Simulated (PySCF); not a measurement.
PySCF input (TPSSh/def2-TZVPD):

```python
from pyscf import gto, scf, dft

mol = gto.M(
    atom='''
    Si   -0.12661692   -0.06757862    0.58733853
    C    -1.98272388   -0.26407255    0.43543371
    Cl    0.79823499   -1.56723095   -0.50515882
    Cl    0.42025411    1.76942482   -0.20273051
    H    -2.29066394   -1.23324243    0.82868354
    H    -2.49006583    0.52699339    0.98822806
    H    -2.26460464   -0.20051089   -0.61813465
    ''',
    basis='def2-tzvpd',
    charge=0,
    spin=1,
    verbose=4,
)

mf = dft.UKS(mol, xc='tpssh').density_fit(auxbasis='def2-universal-jkfit')
mf.grids.level = 3
mf.conv_tol = 1e-9
mf.max_cycle = 100
mf.max_memory = 1500
mf.kernel()
if not mf.converged:
    mf = mf.newton()
    mf.kernel(mf.make_rdm1())
for _ in range(2):
    mo, _, stable, _ = mf.stability(return_status=True)
    if stable:
        break
    mf.kernel(mf.make_rdm1(mo, mf.mo_occ))
mf.analyze()
```

Output:

```
PySCF version 2.14.0

[INPUT] verbose = 4
[INPUT] num. atoms = 7
[INPUT] num. electrons = 57
[INPUT] charge = 0
[INPUT] spin (= nelec alpha-beta = 2S) = 1
[INPUT] symmetry False subgroup None
[INPUT] Mole.unit = angstrom
[INPUT] Symbol           X                Y                Z      unit          X                Y                Z       unit  Magmom
[INPUT]  1 Si    -0.126616920000  -0.067578620000   0.587338530000 AA   -0.239271301536  -0.127705083676   1.109908964105 Bohr   0.0
[INPUT]  2 C     -1.982723880000  -0.264072550000   0.435433710000 AA   -3.746805113835  -0.499024796516   0.822850457303 Bohr   0.0
[INPUT]  3 Cl     0.798234990000  -1.567230950000  -0.505158820000 AA    1.508445514145  -2.961637269442  -0.954611819208 Bohr   0.0
[INPUT]  4 Cl     0.420254110000   1.769424820000  -0.202730510000 AA    0.794165170623   3.343728307808  -0.383105140993 Bohr   0.0
[INPUT]  5 H     -2.290663940000  -1.233242430000   0.828683540000 AA   -4.328727490017  -2.330490437893   1.565984934535 Bohr   0.0
[INPUT]  6 H     -2.490065830000   0.526993390000   0.988228060000 AA   -4.705542450838   0.995873176556   1.867480382010 Bohr   0.0
[INPUT]  7 H     -2.264604640000  -0.200510890000  -0.618134650000 AA   -4.279482550019  -0.378910667093  -1.168105196604 Bohr   0.0

nuclear repulsion = 257.835955671142
number of shells = 75
number of NR pGTOs = 298
number of NR cGTOs = 199
basis = def2-tzvpd
ecp = {}

******** <class 'pyscf.df.df_jk.DFUKS'> ********
method = DFUKS
initial guess = minao
damping factor = 0
level_shift factor = 0
DIIS = <class 'pyscf.scf.diis.CDIIS'>
diis_start_cycle = 1
diis_space = 8
diis_damp = 0
SCF conv_tol = 1e-09
SCF conv_tol_grad = None
SCF max_cycles = 100
direct_scf = False
number electrons alpha = 29  beta = 28
XC library pyscf.dft.libxc version 7.1.2
    S. Lehtola, C. Steigemann, M. J. T. Oliveira, and M. A. L. Marques,  SoftwareX 7, 1–5 (2018)
XC functionals = tpssh
    V. N. Staroverov, G. E. Scuseria, J. Tao, and J. P. Perdew,  J. Chem. Phys. 119, 12129 (2003)
radial grids:
    Treutler-Ahlrichs [JCP 102, 346 (1995); DOI:10.1063/1.469408] (M4) radial grids

becke partition: Becke, JCP 88, 2547 (1988); DOI:10.1063/1.454033
pruning grids: <function nwchem_prune>
grids dens level: 3
symmetrized grids: False
atomic radii adjust function: <function treutler_atomic_radii_adjust>
small_rho_cutoff = 0
Set gradient conv threshold to 3.16228e-05
tot grids = 100488
******** <class 'pyscf.df.df.DF'> ********
auxbasis = def2-universal-jkfit
init E= -1250.14563455056
  alpha nocc = 29  HOMO = -0.183193541890116  LUMO = -0.032469031836285
  beta  nocc = 28  HOMO = -0.35830019685329  LUMO = -0.183193541890105

[...]
  beta  nocc = 28  HOMO = -0.311825223137386  LUMO = -0.123680173134858
  HOMO = -0.219914660761  LUMO = -0.123680173135  gap/eV = 2.61867
Extra cycle  E= -1249.98067459216  delta_E= -3.57e-11  |g|= 1.19e-05  |ddm|= 2.41e-05
converged SCF energy = -1249.98067459216  <S^2> = 0.7523196  2S+1 = 2.0023183
uhf_internal: lowest eigs of H = [0.32323668 0.32933114 0.34169155]
<class 'pyscf.df.df_jk.DFUKS'> wavefunction is stable in the internal stability analysis
**** SCF Summaries ****
Total Energy =                       -1249.980674592160995
Nuclear Repulsion Energy =             257.835955671141562
One-electron Energy =                -2239.068174515399733
Two-electron Energy =                  731.251544252097119
Two-electron Coulomb Energy =          815.347983263052015
DFT Exchange-Correlation Energy =      -84.096439010954896
HOMO-LUMO gap [eV] =                     2.618673791225171
**** MO energy ****
                             alpha | beta                alpha | beta
MO #1   energy= -101.379415005158  | -101.37867036979   occ= 1 | 1
MO #2   energy= -101.379410828353  | -101.378666182709  occ= 1 | 1
MO #3   energy= -66.0563215517007  | -66.05302352106    occ= 1 | 1
MO #4   energy= -10.1268932166162  | -10.1249951821034  occ= 1 | 1
MO #5   energy= -9.38202171061925  | -9.38139325002358  occ= 1 | 1
MO #6   energy= -9.38201802659463  | -9.38138956290977  occ= 1 | 1
MO #7   energy= -7.1275354357704   | -7.12623793994159  occ= 1 | 1
MO #8   energy= -7.12753236895377  | -7.12623456205445  occ= 1 | 1
MO #9   energy= -7.12242728803801  | -7.12142514524176  occ= 1 | 1
MO #10  energy= -7.12242033673398  | -7.12142046184282  occ= 1 | 1
MO #11  energy= -7.1217394767072   | -7.12118205347032  occ= 1 | 1
MO #12  energy= -7.12173524538457  | -7.12117681617191  occ= 1 | 1
MO #13  energy= -5.28029755944823  | -5.27650692209118  occ= 1 | 1
MO #14  energy= -3.62969734268075  | -3.62593558312897  occ= 1 | 1
MO #15  energy= -3.62845229206986  | -3.62397250609529  occ= 1 | 1
MO #16  energy= -3.62522279032661  | -3.61983521167176  occ= 1 | 1
MO #17  energy= -0.824721542487879 | -0.820296748898676 occ= 1 | 1
MO #18  energy= -0.802472060129782 | -0.798525649203866 occ= 1 | 1
MO #19  energy= -0.708866669808227 | -0.704218713020666 occ= 1 | 1
MO #20  energy= -0.498773850467956 | -0.484167750067225 occ= 1 | 1
MO #21  energy= -0.427084520440901 | -0.425011546481988 occ= 1 | 1
MO #22  energy= -0.422654095071205 | -0.417627826946742 occ= 1 | 1
MO #23  energy= -0.388136121684851 | -0.383727944442922 occ= 1 | 1
MO #24  energy= -0.376402401659846 | -0.370113875988594 occ= 1 | 1
MO #25  energy= -0.351211053535126 | -0.341444526106993 occ= 1 | 1
MO #26  energy= -0.325012043122829 | -0.320089465661756 occ= 1 | 1
MO #27  energy= -0.321038077874732 | -0.316008575127402 occ= 1 | 1
MO #28  energy= -0.313167714134364 | -0.311825223137386 occ= 1 | 1
MO #29  energy= -0.219914660760754 | -0.123680173134858 occ= 1 | 0
MO #30  energy= -0.01262481743547  | -0.00230477792479203 occ= 0 | 0
MO #31  energy= -0.00527667758418569 | 0.00384954837286449 occ= 0 | 0
MO #32  energy= -0.00263524100528311 | 0.0109310423397735 occ= 0 | 0
MO #33  energy= 0.0225453054249973 | 0.028192937408821  occ= 0 | 0
MO #34  energy= 0.0328933086386405 | 0.037836991660216  occ= 0 | 0
MO #35  energy= 0.0368226917251969 | 0.0408309774636741 occ= 0 | 0
MO #36  energy= 0.0472319657619331 | 0.054213993693344  occ= 0 | 0
MO #37  energy= 0.0500681170804013 | 0.0549468782762738 occ= 0 | 0
MO #38  energy= 0.0581514085852428 | 0.0626604662040162 occ= 0 | 0
MO #39  energy= 0.0655718073456856 | 0.0682264927562066 occ= 0 | 0
MO #40  energy= 0.0663215548320968 | 0.0706854361622822 occ= 0 | 0
MO #41  energy= 0.0846371299194401 | 0.0873316037651931 occ= 0 | 0
MO #42  energy= 0.0941848546212465 | 0.0959001579312989 occ= 0 | 0
MO #43  energy= 0.0981749974251354 | 0.102610807266354  occ= 0 | 0
MO #44  energy= 0.114784209971979  | 0.121081998176385  occ= 0 | 0
MO #45  energy= 0.121162331394456  | 0.124661893449538  occ= 0 | 0
MO #46  energy= 0.128437527430949  | 0.131212032916969  occ= 0 | 0
MO #47  energy= 0.137164832136109  | 0.139651010154551  occ= 0 | 0
MO #48  energy= 0.149125884123773  | 0.157995455403073  occ= 0 | 0
MO #49  energy= 0.160460646091545  | 0.16867044775115   occ= 0 | 0
MO #50  energy= 0.163158129509988  | 0.171424427842686  occ= 0 | 0
MO #51  energy= 0.180619925970209  | 0.189756834765709  occ= 0 | 0
MO #52  energy= 0.197614382806458  | 0.2025123504804    occ= 0 | 0
MO #53  energy= 0.198057141861915  | 0.20569443651339   occ= 0 | 0
MO #54  energy= 0.20982748547061   | 0.215794403354616  occ= 0 | 0
MO #55  energy= 0.212085586336577  | 0.217855154547531  occ= 0 | 0
MO #56  energy= 0.220847851992257  | 0.222575231311992  occ= 0 | 0
MO #57  energy= 0.224328858170797  | 0.229810919800364  occ= 0 | 0
MO #58  energy= 0.231797602343757  | 0.237724295814162  occ= 0 | 0
MO #59  energy= 0.233674382070803  | 0.238304041731855  occ= 0 | 0
MO #60  energy= 0.243318087884686  | 0.24526309049585   occ= 0 | 0
MO #61  energy= 0.251218940555377  | 0.254703146698638  occ= 0 | 0
MO #62  energy= 0.26215378226374   | 0.265053658822322  occ= 0 | 0
MO #63  energy= 0.264829265404722  | 0.267600661569915  occ= 0 | 0
MO #64  energy= 0.272806232500303  | 0.276416940960007  occ= 0 | 0
MO #65  energy= 0.283544836904265  | 0.288259667910679  occ= 0 | 0
MO #66  energy= 0.289373842141059  | 0.291699272864723  occ= 0 | 0
MO #67  energy= 0.316531258333861  | 0.318422849664101  occ= 0 | 0
MO #68  energy= 0.321982427207023  | 0.326093633358139  occ= 0 | 0
MO #69  energy= 0.325172988890037  | 0.330908361459259  occ= 0 | 0
MO #70  energy= 0.344628466744942  | 0.348731160993182  occ= 0 | 0
MO #71  energy= 0.346735719611833  | 0.349757392122053  occ= 0 | 0
MO #72  energy= 0.360619195415975  | 0.364263205634773  occ= 0 | 0
MO #73  energy= 0.372932986277976  | 0.37923928433527   occ= 0 | 0
MO #74  energy= 0.378320477524132  | 0.388605096600497  occ= 0 | 0
MO #75  energy= 0.382896341708137  | 0.392097138622785  occ= 0 | 0
MO #76  energy= 0.407364510232933  | 0.418318539526581  occ= 0 | 0
MO #77  energy= 0.414312172174967  | 0.428738269338923  occ= 0 | 0
MO #78  energy= 0.426497467040119  | 0.430681247235796  occ= 0 | 0
MO #79  energy= 0.443151130271593  | 0.447744824022331  occ= 0 | 0
MO #80  energy= 0.474130114298683  | 0.478676104459534  occ= 0 | 0
MO #81  energy= 0.4823392116578    | 0.488012768567413  occ= 0 | 0
MO #82  energy= 0.484197788714491  | 0.494116948473135  occ= 0 | 0
MO #83  energy= 0.525269871164066  | 0.533791576995872  occ= 0 | 0
MO #84  energy= 0.547254391336807  | 0.553270382078846  occ= 0 | 0
MO #85  energy= 0.553635229748133  | 0.555847352113237  occ= 0 | 0
MO #86  energy= 0.557654587755842  | 0.564572706489013  occ= 0 | 0
MO #87  energy= 0.575528984904551  | 0.580338018169324  occ= 0 | 0
MO #88  energy= 0.581520977071051  | 0.590493338868567  occ= 0 | 0
MO #89  energy= 0.604309094051754  | 0.607602031285837  occ= 0 | 0
MO #90  energy= 0.611933122402045  | 0.616617381615082  occ= 0 | 0
MO #91  energy= 0.612752271285855  | 0.616630470883111  occ= 0 | 0
MO #92  energy= 0.622413038331311  | 0.624882075784195  occ= 0 | 0
MO #93  energy= 0.630940542523569  | 0.633501435223003  occ= 0 | 0
MO #94  energy= 0.649256929807363  | 0.655022777179963  occ= 0 | 0
MO #95  energy= 0.653341660022629  | 0.656304204732461  occ= 0 | 0
MO #96  energy= 0.661266641031426  | 0.665361075711765  occ= 0 | 0
MO #97  energy= 0.683383202498381  | 0.690074737778254  occ= 0 | 0
MO #98  energy= 0.688736493365003  | 0.693821473934702  occ= 0 | 0
MO #99  energy= 0.694395884530184  | 0.699132971078235  occ= 0 | 0
MO #100 energy= 0.703631659981812  | 0.706476603105975  occ= 0 | 0
MO #101 energy= 0.704018412816739  | 0.707694477989414  occ= 0 | 0
MO #102 energy= 0.714556673929451  | 0.722988369323621  occ= 0 | 0
MO #103 energy= 0.750358320346557  | 0.754582514730857  occ= 0 | 0
MO #104 energy= 0.750675781886046  | 0.755998350076988  occ= 0 | 0
[...]
```

It need not be the lowest isomer of its formula.
